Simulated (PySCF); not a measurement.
**Calcium: a sound run and one with changed settings**

Sound run: Ca [Ar] 4s2, Ca⁺ [Ar] 4s1. Calculation: PySCF 2.14, in pcseg-2 (6s4p3d, 33 functions); the non-relativistic Hamiltonian (point nucleus). In the sound run the correlated levels freeze [Ar]. The sound run starts from symmetry-adapted Hartree-Fock orbitals and uses a fine grid where one is needed.

Changed run: scalar relativity by spin-free X2C-1e. This setting is unsound on purpose.

```tsv
species	method	sound run (hartree)	changed run (hartree)	converged
Ca	UHF	-676.74397	-679.24364	yes
Ca	MN15	-677.56185	-680.05716	yes
Ca	M06-L	-677.53191	-680.03102	yes
Ca	MP2	-676.76231	-679.26195	yes
Ca	CCSD(T)	-676.77173	-679.27130	yes
Ca⁺	UHF	-676.55577	-679.05480	yes
Ca⁺	MN15	-677.33129	-679.82585	yes
Ca⁺	M06-L	-677.30773	-679.80615	yes
```

Ionisation energy of Ca:

| method | sound run (eV) | changed run (eV) |
| --- | --- | --- |
| UHF | 5.121 | 5.139 |
| MN15 | 6.274 | 6.294 |
| M06-L | 6.100 | 6.119 |
| MP2 | 5.620 | 5.637 |
| SCS-MP2 | 5.720 | 5.736 |
| CCSD | 5.877 | 5.891 |
| CCSD(T) | 5.877 | 5.891 |
| CCSDT | 5.877 | 5.891 |
| FCI | 5.877 | 5.891 |

Most of the change in total energy is the relativistic energy itself. On top of that the contraction fixes the core shape for the Hamiltonian it was made with, so the changed run is not a good calculation with the other Hamiltonian either.

For comparison, NIST gives 6.113 eV between the lowest levels.
